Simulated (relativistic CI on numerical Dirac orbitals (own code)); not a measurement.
Calculated at this level of theory: Dirac-Coulomb-Breit CI, KLI orbitals optimised for each configuration, model QED, unscaled Slater integrals (own radial code, finite nucleus).

Configuration list (outside the closed core [Ne]): 3s, 3p, 3d, 4s, 4p, 4d, 4f, 5s, 5p, 5d, 5f, 5g, 6s, 6p, 6d, 7s, 7p. Levels of other configurations are missing.

At this charge energies of transitions that change n are usually good to better than 1 %, and those within a shell (Δn = 0) to a few per cent.

Outline of the computed level scheme of Br XXV. Lowest level of each configuration: 3s 2S_1/2 at 0.000 eV; 3p 2P°_1/2 at 54.208 eV; 3d 2D_3/2 at 137.821 eV; 4s 2S_1/2 at 517.724 eV; 4p 2P°_1/2 at 539.764 eV; 4d 2D_3/2 at 571.228 eV; 4f 2F°_5/2 at 585.241 eV; 5s 2S_1/2 at 743.745 eV; 5p 2P°_1/2 at 754.748 eV.

Some strong electric-dipole decays among the lowest 15 levels: 4f 2F°_7/2 → 3d 2D_5/2 (5.8e+12 s⁻¹); 4f 2F°_5/2 → 3d 2D_3/2 (5.5e+12 s⁻¹); 4d 2D_5/2 → 3p 2P°_3/2 (2.7e+12 s⁻¹); 4d 2D_3/2 → 3p 2P°_1/2 (2.2e+12 s⁻¹); 4p 2P°_1/2 → 3s 2S_1/2 (1.2e+12 s⁻¹); 4p 2P°_3/2 → 3s 2S_1/2 (1.1e+12 s⁻¹); 4s 2S_1/2 → 3p 2P°_3/2 (1.0e+12 s⁻¹); 5p 2P°_1/2 → 3s 2S_1/2 (7.0e+11 s⁻¹).
